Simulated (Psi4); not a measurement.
GaO (SMILES [O]=[Ga]), doublet, geometry from GFN2-xTB (such geometries of metal compounds can be far from the true shape); BLYP/def2-SVP (Psi4).

Input for Psi4:
```
memory 2 GB

molecule {
0 2
  Ga   -0.00000000   -0.00000000   -0.33770072
  O     0.00000000    0.00000000    1.30859028
}

set basis def2-svp
set reference uks
set cholesky_tolerance 1e-3
set scf_type cd

energy('blyp')
print_variables()
```

The log (banner, timings and long lists left out):

```
   => Loading Basis Set <=

    Name: DEF2-SVP
    Role: ORBITAL
    Keyword: BASIS

         ---------------------------------------------------------
                                   SCF
               by Justin Turney, Rob Parrish, Andy Simmonett
                          and Daniel G. A. Smith
                              UKS Reference
         ---------------------------------------------------------

  ==> Geometry <==

    Molecular point group: c2v
    Full point group: C_inf_v

    Geometry (in Angstrom), charge = 0, multiplicity = 2:

       Center              X                  Y                   Z               Mass
    ------------   -----------------  -----------------  -----------------  -----------------
         GA           0.000000000000     0.000000000000    -0.310081637153    68.925573500000
         O            0.000000000000     0.000000000000     1.336209362847    15.994914619570

  Running in c2v symmetry.

  Rotational constants: A = ************  B =      0.47911  C =      0.47911 [cm^-1]
  Rotational constants: A = ************  B =  14363.29759  C =  14363.29759 [MHz]
  Nuclear repulsion =   79.716130529875969

  Charge       = 0
  Multiplicity = 2
  Electrons    = 39
  Nalpha       = 20
  Nbeta        = 19

  ==> Algorithm <==

  SCF Algorithm Type is CD.
  DIIS enabled.
  MOM disabled.
  Fractional occupation disabled.
  Guess Type is SAD.
  Energy threshold   = 1.00e-06
  Density threshold  = 1.00e-06
  Integral threshold = 1.00e-12

  ==> Primary Basis <==

  Basis Set: DEF2-SVP
    Blend: DEF2-SVP
    Number of shells: 18
    Number of basis functions: 46
    Number of Cartesian functions: 50
    Spherical Harmonics?: true
    Max angular momentum: 2

  ==> DFT Potential <==

   => LibXC <=

    Version 7.1.2
    S. Lehtola, C. Steigemann, M. J. T. Oliveira, and M. A. L. Marques,  SoftwareX 7, 1–5 (2018) (10.1016/j.softx.2017.11.002)

   => Composite Functional: BLYP <=

    BLYP GGA Exchange-Correlation Functional

    P.J. Stephens et. al., J. Phys. Chem., 98, 11623-11627, 1994
    B. Miehlich et. al., Chem. Phys. Lett., 157(3), 200-206 1989

    Deriv               =              1
    GGA                 =           TRUE
    Meta                =          FALSE

    Exchange Hybrid     =          FALSE
    MP2 Hybrid          =          FALSE

   => Exchange Functionals <=

    1.0000     XC_GGA_X_B88

   => Correlation Functionals <=

    1.0000     XC_GGA_C_LYP

   => LibXC Density Thresholds  <==

    XC_GGA_C_LYP:  1.00E-14
    XC_GGA_X_B88:  1.00E-15

   => Molecular Quadrature <=

    Radial Scheme          =       TREUTLER
    Pruning Scheme         =           NONE
    Nuclear Scheme         =       TREUTLER

    Blocking Scheme        =         OCTREE
    BS radius alpha        =              1
    Pruning alpha          =              1
    Radial Points          =             75
    Spherical Points       =            302
    Total Points           =          43135
    Total Blocks           =            399
    Max Points             =            254
    Max Functions          =             46
    Weights Tolerance      =       1.00E-15

  ==> Integral Setup <==

  ==> CDJK: Cholesky-decomposed J/K Matrices <==

    J tasked:                     Yes
    K tasked:                      No
    wK tasked:                     No
    Integrals threads:              1
    Algorithm:                   Core
    Integral Cache:              NONE
    Schwarz Cutoff:             1E-12
    Cholesky tolerance:      1.00E-03
    No. Cholesky vectors:         183

  Minimum eigenvalue in the overlap matrix is 2.4080715993E-02.
  Reciprocal condition number of the overlap matrix is 7.6240005428E-03.
    Using symmetric orthogonalization.

  ==> Pre-Iterations <==

  SCF Guess: Superposition of Atomic Densities via on-the-fly atomic UHF (no occupation information).

   -------------------------
    Irrep   Nso     Nmo
   -------------------------
     A1        22      22
[...]

   @UKS iter SAD: -1996.43766697804585   -1.99644e+03   0.00000e+00
    Occupation by irrep:
             A1    A2    B1    B2
    DOCC [    10,    1,    4,    4 ]
    SOCC [     1,    0,    0,    0 ]
    NA   [    11,    1,    4,    4 ]
    NB   [    10,    1,    4,    4 ]

   @UKS iter   1: -1998.07490994196837   -1.63724e+00   9.47346e-02 ADIIS/DIIS
   @UKS iter   2: -1963.82005777410131    3.42549e+01   3.41649e-01 ADIIS
   @UKS iter   3: -1997.92874915703328   -3.41087e+01   1.22021e-01 ADIIS
   @UKS iter   4: -1999.63591472177745   -1.70717e+00   2.36039e-02 ADIIS/DIIS
   @UKS iter   5: -1999.19359078239904    4.42324e-01   4.23469e-02 ADIIS/DIIS
   @UKS iter   6: -1999.78235052586729   -5.88760e-01   6.19031e-03 ADIIS/DIIS
   @UKS iter   7: -1999.79212501060033   -9.77448e-03   2.72479e-03 ADIIS/DIIS
   @UKS iter   8: -1999.79492314408049   -2.79813e-03   5.20312e-04 ADIIS/DIIS
   @UKS iter   9: -1999.79503562248919   -1.12478e-04   4.23750e-05 DIIS
   @UKS iter  10: -1999.79503624345716   -6.20968e-07   1.26445e-05 DIIS
   @UKS iter  11: -1999.79503630263662   -5.91795e-08   5.01691e-06 DIIS
   @UKS iter  12: -1999.79503631264197   -1.00054e-08   7.10131e-07 DIIS
  Energy and wave function converged.

  ==> Post-Iterations <==

   Electrons on quadrature grid:
      Nalpha   =   20.0000035797 ; deviation = 3.580e-06
      Nbeta    =   19.0000038014 ; deviation = 3.801e-06
      Ntotal   =   39.0000073811 ; deviation = 7.381e-06

   @Spin Contamination Metric:   3.331318817E-03
   @S^2 Expected:                7.500000000E-01
   @S^2 Observed:                7.533313188E-01
   @S   Expected:                5.000000000E-01
   @S   Observed:                5.000000000E-01

    Orbital Energies [Eh]
    ---------------------

    Alpha Occupied:

[...]
    Alpha Virtual:

[...]
    Beta Occupied:

[...]
       4B2    -0.238604

    Beta Virtual:

[...]
    Final Occupation by Irrep:
             A1    A2    B1    B2
    DOCC [    10,    1,    4,    4 ]
    SOCC [     1,    0,    0,    0 ]
    NA   [    11,    1,    4,    4 ]
    NB   [    10,    1,    4,    4 ]

  @UKS Final Energy: -1999.79503631264197

   => Energetics <=

    Nuclear Repulsion Energy =             79.7161305298759686
    One-Electron Energy =               -2945.1852670071666580
    Two-Electron Energy =                 949.3103762656858180
    DFT Exchange-Correlation Energy =     -83.6362761010369695
    Empirical Dispersion Energy =           0.0000000000000000
    VV10 Nonlocal Energy =                  0.0000000000000000
    Total Energy =                      -1999.7950363126419688

  UHF NO Occupations:
  HONO-2 :    4 B2 1.9998220
  HONO-1 :   10 A1 1.9988300
  HONO-0 :   11 A1 1.0000000
  LUNO+0 :   12 A1 0.0011700
  LUNO+1 :    5 B2 0.0001780
  LUNO+2 :    5 B1 0.0001779
  LUNO+3 :   13 A1 0.0000957

Computation Completed

Properties will be evaluated at   0.000000,   0.000000,   0.000000 [a0]

Properties computed using the SCF density matrix

 Multipole Moments:

 ------------------------------------------------------------------------------------
     Multipole            Electronic (a.u.)      Nuclear  (a.u.)        Total (a.u.)
 ------------------------------------------------------------------------------------

 L = 1.  Multiply by 2.5417464519 to convert [e a0] to [Debye]
 Dipole X            :          0.0000000            0.0000000            0.0000000
 Dipole Y            :          0.0000000            0.0000000            0.0000000
 Dipole Z            :         -3.1845816            2.0355074           -1.1490742
 Magnitude           :                                                    1.1490742

 ------------------------------------------------------------------------------------

  Variable Map:
  ----------------------------------------------------------------------------
[...]
  Array Variable Map:
  ----------------------------------------------------------------------------
[...]
[...]
```
